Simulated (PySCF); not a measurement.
Potential energy of CdSb along the bond

Set-up: PySCF, scalar-relativistic core potentials, basis sets Cd def2-SVP with ECP28, Sb def2-SVP with ECP28. Energies in eV from Cd + Sb in their ground configurations at the same level. State: ⁴Σ⁻ (quartet), unpaired electrons σ ↑, π ↑↑.

All columns are LC-ωPBE. A positive dipole means Cd(−)Sb(+).

```tsv
R (Å)	E (eV)	μ (D)	Mulliken charge on Cd (basis-dependent)	HOMO (eV)	LUMO (eV)	Mayer bond order	⟨S²⟩
2.622	-0.023	-0.66	0.14	-7.12	-0.75	0.93	3.77
2.744	-0.141	-0.75	0.13	-7.19	-0.65	0.84	3.78
2.866	-0.179	-0.78	0.11	-7.27	-0.59	0.73	3.78
2.958	-0.178	-0.75	0.10	-7.33	-0.64	0.65	3.79
3.049	-0.164	-0.69	0.09	-7.40	-0.68	0.57	3.79
3.140	-0.143	-0.61	0.07	-7.47	-0.71	0.49	3.79
3.262	-0.115	-0.49	0.05	-7.56	-0.72	0.39	3.79
3.415	-0.084	-0.34	0.03	-7.68	-0.71	0.28	3.78
3.598	-0.057	-0.20	0.01	-7.81	-0.67	0.19	3.77
3.842	-0.035	-0.08	0.00	-7.98	-0.60	0.11	3.76
```

A fit through these points gives, at Re = 2.905 Å, μ = -0.77 D and dμ/dR = 0.267 D/Å; the reduced mass is 58.65 u.

Task: How strong is the fundamental in the double-harmonic approximation, I = 42.26·(dμ/dR)²/μred km/mol?

Result: I = 42.26·(0.267)²/58.65 = 0.0514 km/mol at LC-ωPBE.

The bond is weak. Basis-set superposition, not corrected here, can be much of De in a small basis, most of all at correlated wavefunction levels. Functionals without a dispersion term scatter widely for such bonds, and LDA overbinds them. These are scalar-relativistic numbers at best; spin–orbit coupling would shift them, the dissociation energy most. The state was picked by a PBE0 search and need not be the measured ground state.
